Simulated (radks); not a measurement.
The numbers below are computed, except where a source is named.
Valence configurations of I (all share [Kr]). Level of theory: scalar-relativistic Kohn-Sham, PBEsol, spin-polarised, spherical densities, finite nucleus; open shells are filled with parallel spins first (spin-orbit coupling, left out, can overturn this in heavy ions); Fermi nuclear charge, rms radius 4.75 fm (a radial shooting solver on a logarithmic mesh with Libxc functionals). Energies are relative to 4d10 5s2 5p5; eigenvalues in eV for spin up.

valence           E (eV)  moment (Bohr magnetons)    e(4d)   e(5p)    e(5s)
4d10 5s2 5p5       0.000                        1  -50.243  -7.376  -17.723
4d9 5s2 5p6       45.692                        1  -57.135  -8.210  -19.378
4d10 5s1 5p6      10.396                        1  -51.632  -7.931  -18.558
4d9.5 5s2 5p5.5   22.261                        1  -53.690  -7.797  -18.561
4d10 5s1.5 5p5.5   5.187                        1  -50.940  -7.654  -18.142
4d9.5 5s1.5 5p6   27.625                        1  -54.367  -8.067  -18.964

NIST lists [Kr] 4d10 5s2 5p5 as the ground configuration; this level of theory agrees among the configurations tried. The energies are those of spherical high-spin densities, not of single terms.
